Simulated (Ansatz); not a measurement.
## Loss of SiH4: C2H8GeSi → C2H4Ge + SiH4

Gas-phase species: C2H8GeSi `[SiH3]/C=[CH]/[GeH3]`, singlet; C2H4Ge `C#[C][GeH3]`, singlet; SiH4 (silane) `[SiH4]`, singlet. This is a balance of energies; it says nothing on the path, which may need atoms to shift.

Shapes, held fixed at every level: PBE0-D4/def2-TZVP. Programs: Ansatz 0.2.0. The zero-point and thermal change to 298 K, harmonic and unscaled (PBE0-D4/def2-TZVP), is -15.6 kJ/mol.

| level | kind | ΔH(298 K) (kJ/mol) | less CCSD(T)/def2-TZVPP |
| --- | --- | --- | --- |
| r2SCAN-D4/def2-TZVPP | meta-GGA | +156.1 | +20.2 |
| B3LYP-D4/def2-TZVPP | global hybrid | +144.9 | +9.0 |
| wB97X-V/def2-TZVPP | range-separated hybrid | +151.9 | +16.0 |
| MP2/def2-SVP | perturbation theory | +132.3 | -3.6 |
| MP2/def2-TZVPP | perturbation theory | +133.9 | -2.0 |
| CCSD/def2-SVP | coupled cluster or CI | +133.7 | -2.2 |
| CCSD/def2-TZVPP | coupled cluster or CI | +133.9 | -2.0 |
| CCSD(T)/def2-TZVPP | coupled cluster or CI | +135.9 | 0.0 |

The highest level, CCSD(T)/def2-TZVPP, gives ΔH(298 K) = +135.9 kJ/mol; the levels span +132.3 to +156.1. The column of differences is taken from that level and isn't an error. No measured value is set beside it here. Relativity is left out for Ge. Outer-core shells of Ge are correlated, in sets that cover them unevenly.
